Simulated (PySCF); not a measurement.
## Working out the ionisation energy of Mn

Mn [Ar] 3d5 4s2 (6S) → Mn+ [Ar] 3d5 4s1 (7S). Calculation: PySCF 2.14, in cc-pVTZ-DK (7s6p4d2f1g, 68 functions); scalar relativity by spin-free X2C-1e. Frozen: [Ar]. Energies in hartree (1 hartree = 27.21139 eV):

| part | Mn (lower) | Mn+ (upper) |
| --- | --- | --- |
| UHF | -1157.383283 | -1157.161982 |
| MP2 opposite-spin | -0.035474 | 0.000000 |
| MP2 same-spin | -0.084591 | -0.085466 |

Q: What does Hartree-Fock give?

A: (-1157.161982) − (-1157.383283) = 0.221301 hartree = 6.022 eV.

Q: What do MP2 and SCS-MP2 (6/5 opposite-spin, 1/3 same-spin) give?

A: The opposite-spin parts differ by 0.965 eV and the same-spin parts by -0.024 eV. MP2: 6.022 + (0.965) + (-0.024) = 6.963 eV. SCS-MP2: 6.022 + 1.2 × (0.965) + (-0.024)/3 = 7.172 eV.

Measured between the centres of the two terms (NIST): 7.434 eV, so MP2 (valence) is off by -0.471 eV.

What remains against the reference includes basis incompleteness, the frozen core and correlation beyond second order.
